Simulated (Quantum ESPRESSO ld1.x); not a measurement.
The numbers below are computed, except where a source is named.
Mean orbital radii <r> (bohr) of neutral molybdenum, [Kr] 4d5 5s1, at several levels of relativity; Dirac values are averaged over j with weights 2j + 1. Spin-unpolarised spherical Kohn-Sham, revPBE, point nucleus, ld1.x of Quantum ESPRESSO 7.5. A level marked "c x" has the speed of light scaled by that factor and shares open shells by 2j + 1; other Dirac levels either fill j = l - 1/2 first or share by 2j + 1.

| shell | non-rel. | scalar-rel. | Dirac, 2j+1 shares | Dirac, c x 0.75 | change of magnitude, last against first (%) |
|---|---|---|---|---|---|
| 1s | 0.03630 | 0.03516 | 0.03516 | 0.03424 | -5.69 |
| 2s | 0.1587 | 0.1537 | 0.1534 | 0.1491 | -6.05 |
| 2p | 0.1360 | 0.1340 | 0.1338 | 0.1320 | -2.94 |
| 3s | 0.4406 | 0.4288 | 0.4286 | 0.4188 | -4.96 |
| 3p | 0.4356 | 0.4305 | 0.4303 | 0.4260 | -2.20 |
| 3d | 0.4144 | 0.4152 | 0.4153 | 0.4161 | +0.39 |
| 4s | 1.137 | 1.108 | 1.108 | 1.085 | -4.53 |
| 4p | 1.250 | 1.238 | 1.238 | 1.229 | -1.66 |
| 4d | 1.962 | 1.997 | 1.997 | 2.027 | +3.28 |
| 5s | 3.749 | 3.610 | 3.610 | 3.500 | -6.64 |
